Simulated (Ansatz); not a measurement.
```yaml
crystal:
  periodic: [false, false, false]
  atoms:
    - {symbol: F, position_ang: [-1.609159, 0.985576, 2.434342]}
    - {symbol: C, position_ang: [-0.431363, 0.758149, 1.794524]}
    - {symbol: C, position_ang: [-0.590486, 0.140938, 0.359870]}
    - {symbol: F, position_ang: [-1.306223, -1.094924, 0.556596]}
    - {symbol: F, position_ang: [-1.423779, 0.930603, -0.364418]}
    - {symbol: C, position_ang: [0.596242, -0.090653, -0.398160]}
    - {symbol: F, position_ang: [1.319627, 1.023634, -0.461869]}
    - {symbol: F, position_ang: [1.408050, -0.903555, 0.346120]}
    - {symbol: C, position_ang: [0.485578, -0.798694, -1.791561]}
    - {symbol: F, position_ang: [1.704140, -0.990286, -2.311786]}
    - {symbol: F, position_ang: [-0.091503, -1.908316, -1.676341]}
    - {symbol: F, position_ang: [-0.166048, 0.039805, -2.579592]}
    - {symbol: H, position_ang: [0.135839, 1.744808, 1.652734]}
    - {symbol: H, position_ang: [0.244944, 0.115212, 2.323320]}
basis:
  gaussian: {orbitals: cc-pVDZ}
total_charge: -1
magnetization: {spin_polarized: true, initial_magnetization: 1}
hamiltonian: {xc: {name: revPBE}, dispersion: d4}
output: {forces: true}
```

```sh
$ ansatz run in.yaml --threads 4 --pin off --events-out ev --progress --plain --max-ram 46080MiB --backend cpu
```

Output, abridged:

```
Functional definition: revPBE
1924 factors; their error is unknown
mean field evaluation 1: about -25899.1022 eV, gradient 3.3e1 eV
mean field evaluation 2: about -25888.1728 eV, gradient 5.8e1 eV
mean field evaluation 4: about -25903.6399 eV, gradient 1.1e1 eV
mean field evaluation 8: about -25904.1060 eV, gradient 2.8e-1 eV
mean field evaluation 16: about -25903.9986 eV, gradient 1.7e-3 eV
mean field -25903.99856769 eV, -951.9543890017 hartree, gradient 9.3e-6 eV, S^2 0.750880; 7 other end points of the search recorded, 0 dependent functions left out
reference -25903.99859671 eV, -951.9543900684 hartree; 50, 49 occupied and 128, 129 virtual orbitals, 1924 factors
Total energy: -25905.26952323 eV, -952.0010957562 hartree
Atom 0 at    -1.609159     0.985576     2.434342 Å, force    -3.085104     1.041098     2.619633 eV/Å
Atom 1 at    -0.431363     0.758149     1.794524 Å, force     2.528467    -0.393799    -4.711395 eV/Å
Atom 2 at    -0.590486     0.140938     0.359870 Å, force     0.051916     2.254430     3.583074 eV/Å
Atom 3 at    -1.306223    -1.094924     0.556596 Å, force    -1.076674    -2.870654     0.494410 eV/Å
Atom 4 at    -1.423779     0.930603    -0.364418 Å, force    -1.120352     1.987403    -1.275978 eV/Å
Atom 5 at     0.596242    -0.090653    -0.398160 Å, force    -1.221717    -3.371431    -0.269519 eV/Å
Atom 6 at     1.319627     1.023634    -0.461869 Å, force     2.082347     4.283602    -1.826146 eV/Å
Atom 7 at     1.408050    -0.903555     0.346120 Å, force     1.051135    -2.374042     1.166656 eV/Å
Atom 8 at     0.485578    -0.798694    -1.791561 Å, force     1.900315     5.256079     3.865994 eV/Å
Atom 9 at     1.704140    -0.990286    -2.311786 Å, force     2.893724    -1.023932    -2.302290 eV/Å
Atom 10 at    -0.091503    -1.908316    -1.676341 Å, force    -2.418612    -4.965539    -0.195002 eV/Å
Atom 11 at    -0.166048     0.039805    -2.579592 Å, force    -1.434022     1.143162    -2.339268 eV/Å
Atom 12 at     0.135839     1.744808     1.652734 Å, force    -0.769039     0.014376     0.266635 eV/Å
Atom 13 at     0.244944     0.115212     2.323320 Å, force     0.617616    -0.980752     0.923196 eV/Å
Dipole moment:     0.362895    -0.213849    -0.569117 e Å
```

Hardware: 4 threads of an AMD EPYC 7R13 on a shared host. Wall time 9.6 s, peak host memory 0.44 GiB.
